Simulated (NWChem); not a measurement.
Total energies of sulfur difluoride (F₂S)

SMILES: S(F)F
```xyz
3

F      1.2275     0.0000    -0.4916
S      0.0000     0.0000     0.5530
F     -1.2275     0.0000    -0.4916
```
Charge 0, spin multiplicity 1.

All runs are NWChem calculations. The geometry was optimised at PBE0/def2-SVP, a minimum by its harmonic frequencies.

Basis set: 6-311G** (62 functions).

| method | total energy (Ha) |
|---|---|
| RHF | -596.37914 |
| MP2 | -596.91897 |
| B2PLYP | -597.59325 |
| PBE | -597.51810 |
| B3LYP | -597.88445 |
| TPSS | -597.90647 |
| CCSD(T) | -596.94537 |

Total energies of different functionals aren't comparable as a measure of quality: only differences taken within one method are. 

The correlated methods keep 7 core orbitals frozen. B3LYP has NWChem's definition, with VWN1-RPA local correlation. The Pople sets run with spherical d functions. Coupled-cluster values serve here as a point of comparison, not as the truth.
